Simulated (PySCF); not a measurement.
In(NH2)3 (H₆InN₃), SMILES [NH2][In]([NH2])[NH2].

The structure is a stationary point at B3LYP-D3(BJ)/def2-SVP. The def2 effective core potentials stand for the cores of In; spin–orbit coupling is left out. Other conformers were not sampled.

Calculation: PySCF with TDDFT-PBE/def2-SVPD.

Vertical excitations. Gas-phase values at a fixed geometry. State labels are in the subgroup Cs.

Computed lowest excited states:
| state | symmetry | energy (eV) | λ (nm) | f | main pairs |
|---|---|---|---|---|---|
| S1 | A" | 3.95 | 314 | 0.024 | HOMO→LUMO 96 % |
| S2 | A' | 3.97 | 312 | 0.003 | HOMO−1→LUMO 99 % |
| S3 | A' | 4.57 | 271 | 0.053 | HOMO−2→LUMO 93 % |
| S4 | A" | 5.30 | 234 | 0.050 | HOMO→LUMO+1 90 % |
| S5 | A' | 5.50 | 226 | 0.070 | HOMO−1→LUMO+1 84 % |
| S6 | A" | 5.78 | 215 | 0.000 | HOMO→LUMO+3 100 % |
| S7 | A' | 5.80 | 214 | 0.021 | HOMO→LUMO+2 68 %, HOMO−2→LUMO+1 28 % |
| S8 | A" | 5.90 | 210 | 0.004 | HOMO−1→LUMO+2 100 % |
| S9 | A' | 5.93 | 209 | 0.037 | HOMO−2→LUMO+1 65 %, HOMO→LUMO+2 23 % |
| S10 | A' | 6.00 | 207 | 0.077 | HOMO−1→LUMO+3 93 % |
| T1 | A" | 3.50 | 355 | 0 | HOMO→LUMO 99 % |
| T2 | A' | 3.70 | 335 | 0 | HOMO−1→LUMO 99 % |
| T3 | A' | 4.08 | 304 | 0 | HOMO−2→LUMO 97 % |
| T4 | A" | 4.67 | 266 | 0 | HOMO→LUMO+1 99 % |
Triplets are in the Tamm–Dancoff approximation, which puts them higher than full response would, so one can lie above its singlet here.
